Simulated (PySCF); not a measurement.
Vertical excitations of a molecule C2H7ClO2Si from TDDFT-PBE/def2-SVPD in PySCF, as energy in eV (oscillator strength): 6.56 (0.012), 7.01 (0.003), 7.09 (0.010), 7.18 (0.018), 7.37 (0.044), 7.52 (0.003), 7.58 (0.021), 7.62 (0.033), 7.73 (0.013), 7.76 (0.011). Lowest triplet (TDA): 6.45 eV. Geometry: PBE0-D3(BJ)/def2-SVP. One conformer was computed; it need not be the lowest.

### Question
Which molecule gave these data?
A) C[C@H](O)[Si@@H](O)Cl
B) CC[Si](O)(O)Cl
C) OCCO[SiH2]Cl
D) CCO[SiH](O)Cl

### Answer
D, CCO[SiH](O)Cl
